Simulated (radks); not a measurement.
Species: Ga I. Configuration: [Ar] 3d10 4s2 4p1. Method: scalar-relativistic Kohn-Sham, LDA (Slater exchange, Perdew-Wang correlation), spin-unpolarised, spherical densities, point nucleus; computed with a radial shooting solver on a logarithmic mesh with Libxc functionals.

X-ray form factor f0, the Fourier transform of the density (f0(0) = 31):

| sin(theta)/lambda (1/angstrom) | f0 (electrons) |
|---|---|
| 0.05 | 30.319 |
| 0.1 | 28.704 |
| 0.15 | 26.798 |
| 0.2 | 24.904 |
| 0.25 | 23.097 |
| 0.3 | 21.377 |
| 0.4 | 18.183 |
| 0.5 | 15.363 |
| 0.6 | 12.994 |
| 0.8 | 9.641 |
| 1 | 7.731 |
| 1.25 | 6.439 |
| 1.5 | 5.615 |
| 2 | 4.244 |
